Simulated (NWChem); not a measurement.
WHSO₂Cl; SMILES [O]=[W]([OH])(=[S])[Cl]

```xyz
6

W      0.1558     0.0024    -0.0182
O      0.9156     0.1354     1.4878
S     -1.2107     1.6342    -0.1530
Cl    -0.9999    -1.9562    -0.1009
O      1.4288     0.1504    -1.3679
H      2.2386     0.6500    -1.5157
```
Atoms are numbered in this order, from 1.

This is a stationary point of PBE0/def2-SVP with def2 effective core potentials on W (NWChem), point group C1. def2 effective core potentials on W; no spin-orbit coupling.

Is it a minimum? If not, what does it relax to?

No. It has an imaginary frequency of 150i cm⁻¹. Following that mode (on a finer grid) lowers the energy by 0.6 kcal/mol and ends, with real frequencies alone, at point group C1:
```xyz
6

W      0.2404     0.0655     0.0810
O      0.8805     0.1260     1.6470
S     -1.1065     1.7028    -0.1343
Cl    -0.9032    -1.8853    -0.1752
O      1.6477     0.2469    -1.1310
H      1.7404     0.8354    -1.8896
```
